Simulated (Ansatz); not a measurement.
# One arrangement of a pair

The pair of HF (SMILES F, atoms 1–2) and Br2 (SMILES BrBr, atoms 3–4), both closed shells, in one local arrangement (a lower one may exist), relaxed at PBE0-D4/def2-TZVP:

```csv
atom,x (Å),y (Å),z (Å)
F1,-0.1479,0.1339,-2.0100
H2,0.1456,-0.0579,-1.1527
Br3,0.9039,-0.5560,1.1144
Br4,-0.9016,0.4800,2.0483
```

Program: Ansatz 0.2.0. Basis: def2-TZVPPD, with def2-QZVPPD for the basis limit. Cores are frozen in the correlated methods. Filled d shells of the heavier atoms are correlated. The def2 sets are not built for correlating such inner shells, so the correlated values are less sure here. B3LYP uses VWN-RPA correlation. Extrapolation: Hartree–Fock as exp(−7.88 √X), correlation as X^−2.97. Interaction energies count from these two fragments, frozen as in the pair, with the counterpoise correction; negative means bound.

(1) What is the interaction energy by CCSD(T) at an estimated basis limit (MP2 extrapolated from triple and quadruple zeta, plus CCSD(T) − MP2 in triple zeta)? (Judge from chemistry; the value comes from the calculation.)

(2) Which atoms make the shortest contact between the fragments?

No T1 diagnostic of these runs exceeds 0.011.

Answers

(1) Computed: -8.4 kJ/mol. Hartree–Fock alone gives -0.4 kJ/mol at the basis limit. It counts from the two fragments frozen as in the pair.

The same quantity by other methods in triple zeta, and each one's difference from that estimate:
| method | E_int (kJ/mol) | difference |
| --- | --- | --- |
| PBE-D4 | -11.9 | -3.5 |
| revPBE-D4 | -9.5 | -1.1 |
| BLYP-D4 | -10.0 | -1.6 |
| r2SCAN-D4 | -10.2 | -1.8 |
| B97M-V | -9.5 | -1.1 |
| PBE0-D4 | -10.3 | -1.9 |
| B3LYP-D4 | -9.8 | -1.4 |
| HSE06-D4 | -10.3 | -1.9 |
| wB97X-V | -8.7 | -0.3 |
| wB97M-V | -8.7 | -0.3 |
| B2PLYP | -6.6 | 1.8 |
| HF | -0.2 | 8.2 |
| MP2 | -6.9 | 1.5 |
| CCSD | -5.5 | 2.9 |
| CCSD(T) | -6.6 | 1.8 |
Differences are method less estimate.

(2) H2 and Br3, 2.44 Å apart.

Basis-set superposition shift (counterpoise-corrected less uncorrected): CCSD(T) 4.0; MP2 3.9; HF 0.5; PBE0-D4 0.5; wB97M-V 0.5 kJ/mol.

For scale, one of the runs: CCSD(T)/def2-TZVPPD, 171 basis functions, launched by `ansatz run in.yaml --threads 4 --pin off --events-out ev --progress --plain --max-ram 9574MiB`. Hardware: 4 CPU threads of an Arm Neoverse V1, shared host. Wall time 50 s; peak host memory 1.6 GiB.
